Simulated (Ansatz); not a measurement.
`[NH2][Cd][O][SiH3]` + H–F → `[NH2][Cd][F]` + `O[SiH3]` at 700 K and 1 bar (ligand exchange at a Cd–O bond).

Computed with Ansatz on PBE0-D4/def2-TZVP structures; ΔE is electronic, products minus reactants. CCSD(T)/CBS adds triple-zeta CCSD(T) − MP2 to the extrapolated MP2 energy (def2 sets, frozen cores). This one scheme is used for every species. Elements past krypton have def2 core potentials. For Cd outer-core shells are correlated without core-valence functions, which leaves a few kJ/mol of doubt a bond. Each species was taken in one conformer, which may not be the lowest.

```tsv
species	CCSD(T)/CBS energy (Eh)	H − E (kJ/mol)	S (J/(mol·K))
`[NH2][Cd][O][SiH3]`	-589.71637	216.3	489.3
H–F	-100.39570	45.2	198.5
`[NH2][Cd][F]`	-323.42384	114.6	356.2
`O[SiH3]`	-366.69042	144.6	321.6
```

H − E and S are ideal-gas, rigid-rotor, harmonic terms from PBE0-D4/def2-TZVP, for one conformer and one mirror image of each species. 1 Eh = 2625.50 kJ/mol, R = 8.31446 J/(mol·K).

**Question.** By hand: ΔE, ΔH, ΔS and ΔG.

**Answer.** ΔE = (-323.42384) + (-366.69042) − (-589.71637) − (-100.39570) = -0.00219 Eh = -5.7 kJ/mol. Δ(H − E) = 114.6 + 144.6 − 216.3 − 45.2 = -2.3, so ΔH = -8.0 kJ/mol. ΔS = 356.2 + 321.6 − 489.3 − 198.5 = -10.0 J/(mol·K). ΔG = -8.0 − 700 × (-10.0)/1000 = -1.0 kJ/mol.

**Question.** By hand: the equilibrium constant, and the temperature at which ΔG would vanish if ΔH and ΔS stayed fixed.

**Answer.** log₁₀ K = −ΔG/(RT ln 10) = 0.1. ΔG = 0 at ΔH/ΔS = 800 K, though so small a ΔH makes that figure unsure.

TΔS isn't small against ΔH here. The sign of ΔG lies within the doubt. A doubt of 5 kJ/mol in ΔE shifts log₁₀ K by 0.4 here. Other conformers and mirror images would add mixing entropy, several J/(mol·K) or more a flexible species. Modes under 60 cm⁻¹, often nearly free rotors, make the harmonic entropy too high. These are equilibria of isolated gas molecules and say nothing of rates. Largest T1 diagnostic: 0.016 (customary marks: 0.02 for closed shells, 0.045 for open ones).
